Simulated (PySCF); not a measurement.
Ligands exchanged one at a time, Al CH3-SiH3. All species are isolated molecules in the gas phase. Strings in code marks are SMILES.

Quantity: redistribution energy (mixed species minus the weighted end members), in kcal/mol.

Case: 1 of 3 CH3 replaced by SiH3: `[CH3][Al]([SiH3])[CH3]`. The other species in the difference include `[CH3][Al]([CH3])[CH3]` (neutral, multiplicity 1). Geometry of `[CH3][Al]([CH3])[SiH3]` (neutral, multiplicity 1, Å):

```xyz
13

C      1.8633    -0.8884     0.1075
Al     0.1749     0.0905    -0.0105
C      0.1699     2.0445    -0.0906
Si    -1.9696    -1.1290    -0.0288
H      1.7936    -1.7884     0.7251
H      2.6839    -0.2734     0.4878
H      2.1610    -1.2289    -0.8927
H      0.2829     2.4533     0.9218
H     -0.7496     2.4690    -0.5007
H      1.0137     2.4309    -0.6712
H     -2.9074    -0.6160    -1.0711
H     -1.8356    -2.5977    -0.2522
H     -2.6812    -0.9664     1.2756
```

Task: What is the computed redistribution energy (mixed species minus the weighted end members) (B3LYP/3-21G // r2SCAN-D4/def2-TZVP (PySCF))?

Result: 0.29 kcal/mol.
